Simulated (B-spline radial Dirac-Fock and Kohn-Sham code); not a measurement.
Two-hole binding energies of Ho²⁺

System: Ho²⁺, configuration 1s2 2s2 2p6 3s2 3p6 3d10 4s2 4p6 4d10 4f11 5s2 5p6.

Calculated with an atomic code on a B-spline grid, using ΔSCF Dirac-Fock with Breit, self-energy and vacuum polarisation, finite nucleus, configuration average. U is the two-hole binding energy less the two single-hole energies, the effective repulsion of the holes after relaxation. Each two-hole energy is an average over J within one jj subconfiguration.

| holes | E(a) (eV) | E(b) (eV) | E(ab) (eV) | U (eV) |
| --- | --- | --- | --- | --- |
| 1s⁻¹ 2p3/2⁻¹ | 55632.0 | 8087.7 | 64014.3 | 294.6 |
| 1s⁻¹ 3p1/2⁻¹ | 55632.0 | 1942.0 | 57673.9 | 99.9 |
| 1s⁻¹ 3d3/2⁻¹ | 55632.0 | 1407.4 | 57123.5 | 84.1 |
| 2p1/2⁻² | 8934.8 | 8934.8 | 18111.5 | 241.9 |
| 2s⁻¹ 3d5/2⁻¹ | 9417.4 | 1369.1 | ? | ? |
| 2p1/2⁻¹ 3p3/2⁻¹ | 8934.8 | 1762.3 | 10772.8 | 75.6 |
| 2p3/2⁻¹ 3s⁻¹ | 8087.7 | 2151.7 | 10311.8 | 72.4 |
| 2p3/2⁻¹ 3d5/2⁻¹ | 8087.7 | 1369.1 | 9535.1 | 78.4 |
| 3d3/2⁻² | 1407.4 | 1407.4 | 2875.0 | 60.1 |
| 3d5/2⁻² | 1369.1 | 1369.1 | 2797.4 | 59.2 |
| 4d3/2⁻² | 192.4 | 192.4 | 407.6 | 22.8 |
| 4d3/2⁻¹ 4d5/2⁻¹ | 192.4 | 185.2 | 400.8 | 23.2 |
| 4d5/2⁻² | 185.2 | 185.2 | 393.2 | 22.8 |
| 5p3/2⁻² | 43.36 | 43.36 | 100.4 | 13.7 |

Q: Give the missing two-hole energy and U.

A: E(ab) = 10865.6 eV and U = 79.0 eV.
